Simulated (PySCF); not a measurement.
**Working out the excitation energy of I**

I [Kr] 4d10 5s2 5p5 (2P) → I [Kr] 4d10 5s2 5p4 5d1 (high-spin determinant). Calculation: PySCF 2.14, in aug-cc-pwCVDZ-PP with ECP28MDF; a scalar-relativistic core potential. Frozen: nothing. Energies in hartree (1 hartree = 27.21139 eV):

| part | I (lower) | I (upper) |
| --- | --- | --- |
| UHF | -294.654106 | -294.329370 |
| MP2 opposite-spin | -0.342222 | -0.320167 |
| MP2 same-spin | -0.194353 | -0.183591 |

Question: What does Hartree-Fock give?

Answer: (-294.329370) − (-294.654106) = 0.324736 hartree = 8.837 eV.

Question: What do MP2 and SCS-MP2 (6/5 opposite-spin, 1/3 same-spin) give?

Answer: The opposite-spin parts differ by 0.600 eV and the same-spin parts by 0.293 eV. MP2: 8.837 + (0.600) + (0.293) = 9.730 eV. SCS-MP2: 8.837 + 1.2 × (0.600) + (0.293)/3 = 9.655 eV.

One determinant mixes LS terms, so it does not stand for a single term.

A double-zeta basis recovers only part of the correlation energy.
